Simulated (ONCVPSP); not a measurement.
# Varying the ONCV potential for sulfur (S)

Base potential:

ONCVPSP 4.0.1 input, shortened (lines: element, Z, core and valence counts, functional; n l f; lmax; l rc ep ncon nbas qcut; lloc lpopt rc5 dvloc0; l nproj debl; icmod fcfact rcfact), LDA (Perdew-Zunger), non-relativistic:

```
  S 16.00    3    2        3      upf
    1    0    2.00
    2    0    2.00
    2    1    6.00
    3    0    1.75
    3    1    4.25
    1
    0    1.20    0.00    4    8    4.70
    1    1.70    0.00    5    8    4.70
    4    4    0.90    0.00
    0    1    0.50
    1    2    3.20
    3    4.25    1.40
```

All-electron outer shells of the reference configuration (LDA (Perdew-Zunger), non-relativistic, ld1.x):

```json
{"shell": "2s", "level (eV)": "-209.87", "outermost node (bohr)": "0.13", "outermost maximum (bohr)": "0.39"}
{"shell": "2p", "level (eV)": "-156.84", "outermost node (bohr)": "–", "outermost maximum (bohr)": "0.33"}
{"shell": "3s", "level (eV)": "-17.34", "outermost node (bohr)": "0.60", "outermost maximum (bohr)": "1.40"}
{"shell": "3p", "level (eV)": "-7.26", "outermost node (bohr)": "0.58", "outermost maximum (bohr)": "1.59"}
```

Cutoffs, loose and tight: the cutoffs (Ha) at which the residual kinetic energy of the hardest occupied pseudo-wave falls to 1 and 0.1 mHa per electron. They do not see the model core or the augmentation charge, which bear on the density cutoff. Test errors are all-electron minus pseudo excitation energies from the reference, over the configurations 3s2 3p4; 3s2 3p3; 3s2 3p2; 3s2 3p3.5. A dash means not determined; rows that change the core or the reference have their own tests.

```tsv
change	outcome	cutoff, loose	cutoff, tight	bound ghosts	GHOST(+) flags above zero	largest test error (meV)
base	generated	14 Ha	66 Ha	none	s	+24
s: qcut 3.3	generated	47 Ha	100 Ha	none	s	+27
s: qcut 3.8	generated	27 Ha	85 Ha	none	s	+26
s: qcut 4.3	generated	21 Ha	53 Ha	none	s	+25
s: qcut 5.6	generated	13 Ha	105 Ha	none	s	+23
s: qcut 6.2	generated	13 Ha	105 Ha	none	s	+23
s: qcut 7.1	generated	13 Ha	81 Ha	none	s	+24
```

(1) What comes out with this change to the base: s: qcut 5.2?

(2) What comes out with this change to the base: s: qcut 6.5?

(3) What comes out with this change to the base: s: qcut 3?

## Answers

(1) outcome: generated; cutoff, loose: 13 Ha; cutoff, tight: 99 Ha; bound ghosts: none; GHOST(+) flags above zero: s; largest test error (meV): +23.

(2) outcome: generated; cutoff, loose: 13 Ha; cutoff, tight: 103 Ha; bound ghosts: none; GHOST(+) flags above zero: s; largest test error (meV): +23.

(3) outcome: generated; cutoff, loose: 53 Ha; cutoff, tight: 106 Ha; bound ghosts: none; GHOST(+) flags above zero: s; largest test error (meV): +27.

Reading the sweep of the qcut of the s channel (base included, trends over the rows without a ghost): The loose cutoff is not monotonic: lowest 13 Ha at 5.2 1/bohr, highest 53 Ha at 3 1/bohr. The median size of the test errors (rows with all tests solved) stays near 1.6 meV.
